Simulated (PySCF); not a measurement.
A structure optimised at PBE0-D3(BJ)/def2-SVP, used in a PySCF frequency run:

```
C
H 1 1.1022
H 1 1.1038 2 106.44
C 1 1.5247 2 109.22 3 118.40
H 4 1.1029 1 108.21 2 -55.07
H 4 1.1034 5 105.99 1 -116.69
C 4 1.5212 5 109.48 6 -118.03
H 7 1.1004 4 111.18 5 54.11
H 7 1.1012 8 106.98 4 -122.36
H 7 1.1026 8 107.50 9 -115.39
C 1 1.5340 2 108.62 3 -115.81
H 11 1.1030 1 109.40 2 57.23
H 11 1.1035 12 105.72 1 -118.57
C 11 1.4578 12 108.84 13 -116.62
C 14 1.2115 13 150.46 11 -178.00
H 15 1.0740 13 161.04 11 -179.77
```
Charge 0, spin multiplicity 1.

Task: Write its SMILES and formula.

Result: C#CCCCC, C6H10

Task: What are its rotational constants (standard atomic weights)?

Result: 5.7976, 2.1280, 1.8722 GHz
